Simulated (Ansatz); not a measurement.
The cluster Ti3. Total charge 0; singlet. Geometry relaxed at PBE0-D4/def2-TZVP.

```xyz
3

Ti    0.792    0.959   -0.485
Ti   -0.481   -0.945   -0.812
Ti   -0.312   -0.014    1.297
```

The restricted singlet is unstable towards broken spin symmetry at other levels; at PBE0-D4/def2-TZVP this wasn't settled. The relaxation made no stability test and no search for a lower SCF solution. The geometry of the singlet was relaxed on an unsound state (restricted singlet, unstable towards broken spin symmetry at other levels and untested here). At PBE0-D4/def2-TZVP a triplet of charge 0 lies 1.22 eV below the restricted singlet, each at its own geometry. That triplet is doubtful there (⟨S²⟩ 4.79, where a pure state has 2.00). The structure comes from a short search, and lower isomers may exist.

Q: Estimate the harmonic wavenumbers at RKS PBE0-D4/def2-TZVP (Ansatz, unscaled). Is this a minimum?

A: 291, 291, 390 cm⁻¹. Yes, no mode is imaginary beyond noise. Zero-point energy 5.8 kJ/mol. Run time 34 s (4 threads of Arm Neoverse V1 on a shared host).
